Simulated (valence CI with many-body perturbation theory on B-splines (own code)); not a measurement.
Results of a calculation; reference values are marked as such.
## Ladder of approximations for Tm53+

Level of theory: valence CI with perturbative core correlation (CI+MBPT): six valence electrons over a frozen Dirac-Fock core [Ne], a basis of 9 s, 9 p, 8 d, 6 f, 3 g, 1 h functions for each j, with the one-electron correlation potential Σ1, the two-electron term Σ2, the three-electron term Σ3, Breit, model QED; selected CI, second order for the rest, scaled by the run's own slope (own B-spline code, finite nucleus).

No measured spectrum was set against this ion. As an estimate, large intervals hold to a few tenths of a per cent, small ones and those within an open d or f shell to about a per cent. Among the levels kept, up to 990 cm⁻¹ of a level comes from second order outside the variational space, and about a tenth of that is noise between levels of different J, which matters for small intervals.

Each rung adds one term. CI alone is the Dirac-Coulomb CI over the frozen core; QED comes last and gives the full result, which names the levels. Energies are above (3s^2 3p1/2^2 3p3/2^2) J=2 on the same rung, in eV.

Levels are named by their leading jj configuration (3d3/2^4 stands for four electrons in 3d with j = 3/2), which in mixed levels can hold well under half, so a name can repeat and another be missing. Letters in brackets count levels of one name in rising energy.

```csv
Level,CI alone
(3s^2 3p1/2^2 3p3/2^2) J=0,17.70
(3s^2 3p1/2^2 3p3/2 3d3/2) J=2,216.37
(3s^2 3p1/2^2 3p3/2 3d3/2) J=1,223.75
(3s^2 3p1/2^2 3p3/2 3d3/2) J=0,223.69
(3s^2 3p1/2^2 3p3/2 3d3/2) J=3,224.92
(3s^2 3p1/2 3p3/2^3) J=1,249.54
(3s^2 3p1/2 3p3/2^3) J=2,258.92
(3s^2 3p1/2^2 3p3/2 3d5/2) J=4,279.82
(3s^2 3p1/2^2 3p3/2 3d5/2) J=2,284.58
(3s^2 3p1/2^2 3p3/2 3d5/2) J=3,303.36
(3s^2 3p1/2^2 3p3/2 3d5/2) J=1,312.76
(3s 3p1/2^2 3p3/2^3) J=2,416.20
(3s 3p1/2^2 3p3/2^3) J=1,435.59
(3s^2 3p1/2^2 3d3/2^2) J=2,441.63
(3s^2 3p1/2 3p3/2^2 3d3/2) J=2 [a],457.63
(3s^2 3p1/2 3p3/2^2 3d3/2) J=0,458.60
```

(1) What do these energies become with core correlation, Breit and QED?

(2) How does the ionisation energy move along the ladder, and which term matters most?

## Answers

(1) (3s^2 3p1/2^2 3p3/2^2) J=0 17.99 (+0.288); (3s^2 3p1/2^2 3p3/2 3d3/2) J=2 214.31 (-2.057); (3s^2 3p1/2^2 3p3/2 3d3/2) J=1 221.73 (-2.016); (3s^2 3p1/2^2 3p3/2 3d3/2) J=0 222.16 (-1.527); (3s^2 3p1/2^2 3p3/2 3d3/2) J=3 222.43 (-2.491); (3s^2 3p1/2 3p3/2^3) J=1 247.34 (-2.196); (3s^2 3p1/2 3p3/2^3) J=2 256.28 (-2.636); (3s^2 3p1/2^2 3p3/2 3d5/2) J=4 276.00 (-3.821); (3s^2 3p1/2^2 3p3/2 3d5/2) J=2 280.96 (-3.616); (3s^2 3p1/2^2 3p3/2 3d5/2) J=3 299.24 (-4.127); (3s^2 3p1/2^2 3p3/2 3d5/2) J=1 309.22 (-3.532); (3s 3p1/2^2 3p3/2^3) J=2 412.66 (-3.545); (3s 3p1/2^2 3p3/2^3) J=1 432.02 (-3.573); (3s^2 3p1/2^2 3d3/2^2) J=2 437.51 (-4.116); (3s^2 3p1/2 3p3/2^2 3d3/2) J=2 [a] 453.07 (-4.559); (3s^2 3p1/2 3p3/2^2 3d3/2) J=0 454.22 (-4.377).

(2) CI alone 5050.5, + Σ1 5051.5, + Σ2 5051.7, + Σ3 5051.0, + Breit 5046.9, + QED 5046.5 eV. The largest step is Breit, -4.1 eV. NIST lists 5044 ± 5 eV (theoretical).
